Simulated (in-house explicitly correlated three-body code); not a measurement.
Computed with an exponentially correlated three-body code. Model: two electrons around a point charge, non-relativistic, variational in 260 exponentially correlated functions (energies converged to about 1e-7 hartree, or 1e-8 relative for large Z).

For two electrons in a singlet the Kohn-Sham orbital is the square root of half the density, so the exact Kohn-Sham potential and energy parts follow from the density alone, and exchange is minus half the Hartree energy. The Kohn-Sham level equals minus the binding energy of the second electron.

Command:
```bash
python run_hyl.py task.json out
```
Settings (lengths in bohr, energies in hartree):
```
Z                      4.2
interaction_strength   1
functions              260
states_tried           13
```

Run time, properties included: 51 s on 1 thread of Intel(R) Xeon(R) Platinum 8259CL CPU @ 2.50GHz (Skylake/Cascade Lake), with other jobs on the host.

**Those bound S and P states to n = 4 that converged, binding against the one-electron ion.**

Given: nuclear charge 4.2.

Computed: one-electron threshold -8.82 hartree.

| term | energy (hartree) | binding (eV) | quantum defect |
| --- | --- | --- | --- |
| 1 1S | -15.1706619 | 172.81 | 0.10211 |
| 2 3S | -10.2844973 | 39.851 | 0.13022 |
| 2 1S | -10.1636238 | 36.562 | 0.047927 |
| 2 3P | -10.1545572 | 36.315 | 0.041307 |
| 2 1P | ? | ? | ? |
| 3 3S | -9.43930295 | 16.852 | 0.1247 |
| 3 1S | -9.40735906 | 15.983 | 0.047546 |
| 3 3P | -9.40479728 | 15.913 | 0.041086 |
| 3 1P | ? | ? | ? |
| 4 3S | -9.1606285 | 9.269 | 0.12301 |
| 4 1S | -9.14773959 | 8.9182 | 0.047512 |
| 4 3P | -9.14665581 | 8.8888 | 0.040961 |
| 4 1P | -9.13817217 | 8.6579 | -0.011473 |

Q: What belongs in the row 2 1P?

A: energy (hartree): -10.0841266; binding (eV): 34.399; quantum defect: -0.012518.

Q: What belongs in the row 3 1P?

A: energy (hartree): -9.38443627; binding (eV): 15.359; quantum defect: -0.01181.

**Converged states only, values per electron or pair.**

```tsv
term	mean r (bohr)	mean r squared (bohr²)	mean inverse r (1/bohr)	mean r12 (bohr)	mean inverse r12 (1/bohr)	mean cosine	mean p1 dot p2 (bohr⁻²)	delta r1 (bohr⁻³)	delta r12 (bohr⁻³)
1 1S	0.39257	0.20822	3.8877	0.58566	2.3156	-0.031398	0.44693	20.072	1.8093
2 3S	1.006	1.6797	2.5308	1.7107	0.69005	-0.0097569	0.030254	12.716	-
2 1S	1.074	1.9545	2.5094	1.8325	0.75138	-0.012791	0.036438	12.6	0.25937
2 3P	0.92128	1.4142	2.5115	1.5591	0.78746	-0.063085	-0.80529	11.635	-
2 1P	0.97164	1.5927	2.4958	1.6201	0.79687	0.024901	0.71499	11.821	0.051591
3 3S	2.1212	8.6531	2.2864	3.9081	0.32705	-0.0030538	0.0085857	12.048	-
3 1S	2.2222	9.5748	2.2807	4.1067	0.34293	-0.0040529	0.010954	12.024	0.076156
3 3P	?	?	?	?	?	?	?	?	-
3 1P	?	?	?	?	?	?	?	?	?
4 3S	3.7051	28.061	2.2036	7.0654	0.18865	-0.0012937	0.0035348	11.896	-
4 1S	3.8402	30.258	2.2012	7.3344	0.19492	-0.0017366	0.0046271	11.888	0.031855
4 3P	3.6962	28.164	2.2014	7.0493	0.1981	-0.0065108	-0.078032	11.775	-
4 1P	3.7931	29.724	2.1996	7.2394	0.20012	0.0026299	0.081518	11.793	0.0075561
```

Q: What belongs in the row 3 3P?

A: mean r (bohr): 2.0746; mean r squared (bohr²): 8.375; mean inverse r (1/bohr): 2.281; mean r12 (bohr): 3.8191; mean inverse r12 (1/bohr): 0.35119; mean cosine: -0.016229; mean p1 dot p2 (bohr⁻²): -0.19778; delta r1 (bohr⁻³): 11.751.

Q: What belongs in the row 3 1P?

A: mean r (bohr): 2.1476; mean r squared (bohr²): 9.018; mean inverse r (1/bohr): 2.2767; mean r12 (bohr): 3.9556; mean inverse r12 (1/bohr): 0.35555; mean cosine: 0.0065339; mean p1 dot p2 (bohr⁻²): 0.19818; delta r1 (bohr⁻³): 11.797; delta r12 (bohr⁻³): 0.017253.

**Exact Kohn-Sham parts of the ground state from its density.**

Computed: total energy -15.1706619 hartree; Kohn-Sham kinetic 15.129 hartree; Hartree energy 4.8034 hartree; exchange energy -2.4017 hartree; DFT correlation energy -0.044384 hartree; kinetic part of the DFT correlation energy 0.041723 hartree; potential part of the DFT correlation energy -0.086107 hartree; exact minus restricted Hartree-Fock -0.044378 hartree; dipole polarisability 0.042115 bohr³; C6 of two such species 0.0081204 hartree·bohr⁶.

Q: What is the restricted Hartree-Fock level?

A: -173.12 eV.

Q: What is the Kohn-Sham level?

A: -172.81 eV.

**Density and exact potentials over r, pair density (one pair, times 4 pi r12^2) and exact minus Kohn-Sham pair density over r12.**

| radius (bohr) | radial density (electrons/bohr) | exchange potential (hartree) | intracule density (1/bohr) | Coulomb hole against Kohn-Sham (1/bohr) | correlation potential (hartree) |
| --- | --- | --- | --- | --- | --- |
| 0.0497 | 0.82275 | -3.803 | 0.057294 | -0.01327 | -0.04 |
| 0.0577 | 1.0377 | -3.7771 | 0.077067 | -0.0172 | -0.036 |
| 0.0671 | 1.2984 | -3.7436 | 0.1038 | -0.02218 | -0.032 |
| 0.0779 | 1.6007 | -3.7015 | 0.13893 | -0.02823 | -0.027 |
| 0.0905 | 1.9476 | -3.6484 | 0.18547 | -0.03551 | -0.021 |
| 0.105 | 2.3277 | -3.5828 | 0.24565 | -0.04386 | -0.014 |
| 0.122 | ? | ? | ? | ? | ? |
| 0.142 | 3.1492 | -3.4017 | 0.42424 | -0.06299 | 0 |
| 0.165 | 3.5303 | -3.2836 | 0.54705 | -0.072 | 0.007 |
| 0.192 | ? | ? | ? | ? | ? |
| 0.223 | 4.0527 | -2.9846 | 0.86368 | -0.08152 | 0.019 |
| 0.259 | 4.1102 | -2.8056 | 1.045 | -0.07793 | 0.022 |
| 0.301 | 3.9906 | -2.608 | 1.225 | -0.06641 | 0.023 |
| 0.35 | 3.6833 | -2.3956 | 1.3802 | -0.04653 | 0.022 |
| 0.406 | 3.216 | -2.1778 | 1.4793 | -0.02072 | 0.019 |
| 0.472 | 2.6226 | -1.954 | 1.4962 | 0.007258 | 0.015 |
| 0.549 | 1.978 | -1.7333 | 1.4084 | 0.03075 | 0.011 |
| 0.638 | 1.3672 | -1.5238 | 1.2178 | 0.0437 | 0.007 |
| 0.741 | 0.85442 | -1.33 | 0.95295 | 0.04386 | 0.005 |
| 0.861 | 0.47355 | -1.1536 | 0.66155 | 0.03383 | 0.003 |
| 1 | 0.22913 | -0.99727 | 0.39978 | 0.01992 | 0.001 |
| 1.16 | 0.095288 | -0.86125 | 0.20639 | 0.008386 | 0.001 |

Q: What belongs in the row 0.122?

A: radial density (electrons/bohr): 2.735; exchange potential (hartree): -3.5016; intracule density (1/bohr): 0.32389; Coulomb hole against Kohn-Sham (1/bohr): -0.0532; correlation potential (hartree): -0.007.

Q: What belongs in the row 0.192?

A: radial density (electrons/bohr): 3.8477; exchange potential (hartree): -3.1437; intracule density (1/bohr): 0.69556; Coulomb hole against Kohn-Sham (1/bohr): -0.07887; correlation potential (hartree): 0.013.
